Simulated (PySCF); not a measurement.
CrOBr₂, SMILES [Br][Cr](=[O])[Br] (connectivity only; charge and spin as stated), neutral, multiplicity 3.

Geometry optimised at B3LYP-D3(BJ)/def2-SVP. The multiplicity is an assumed one; other spin states were not compared.

Level of theory: TDA-CAM-B3LYP/def2-SVPD run with PySCF.

Vertical excitations. Gas-phase values at a fixed geometry.

Computed lowest excited states:
```json
[
 {"state": "root 1", "energy (eV)": "1.38", "λ (nm)": "895", "f": "0.004", "main pairs": "α HOMO→LUMO 61 %, α HOMO−6→LUMO 33 %"},
 {"state": "root 2", "energy (eV)": "1.43", "λ (nm)": "867", "f": "0.000", "main pairs": "α HOMO−4→LUMO 39 %, α HOMO−2→LUMO 35 %, α HOMO−7→LUMO 21 %"},
 {"state": "root 3", "energy (eV)": "2.15", "λ (nm)": "576", "f": "0.000", "main pairs": "α HOMO→LUMO+1 70 %, α HOMO−6→LUMO+1 25 %"},
 {"state": "root 4", "energy (eV)": "2.49", "λ (nm)": "499", "f": "0.006", "main pairs": "α HOMO−2→LUMO+1 40 %, α HOMO−4→LUMO+1 34 %, α HOMO−7→LUMO+1 19 %"},
 {"state": "root 5", "energy (eV)": "2.49", "λ (nm)": "497", "f": "0.000", "main pairs": "α HOMO→LUMO+2 77 %, α HOMO−6→LUMO+2 21 %"},
 {"state": "root 6", "energy (eV)": "2.66", "λ (nm)": "465", "f": "0.000", "main pairs": "α HOMO−1→LUMO 91 %"},
 {"state": "root 7", "energy (eV)": "2.85", "λ (nm)": "435", "f": "0.005", "main pairs": "α HOMO−2→LUMO+2 38 %, α HOMO−4→LUMO+2 37 %, α HOMO−7→LUMO+2 16 %"},
 {"state": "root 8", "energy (eV)": "3.30", "λ (nm)": "375", "f": "0.000", "main pairs": "α HOMO−1→LUMO+1 69 %, α HOMO−3→LUMO 26 %"},
 {"state": "root 9", "energy (eV)": "3.35", "λ (nm)": "370", "f": "0.000", "main pairs": "α HOMO−2→LUMO 59 %, α HOMO−4→LUMO 33 %"},
 {"state": "root 10", "energy (eV)": "3.45", "λ (nm)": "360", "f": "0.005", "main pairs": "α HOMO−3→LUMO 62 %, α HOMO−1→LUMO+1 20 %, β HOMO−1→LUMO+2 5 %"}
]
```
Unrestricted roots are not spin-pure.
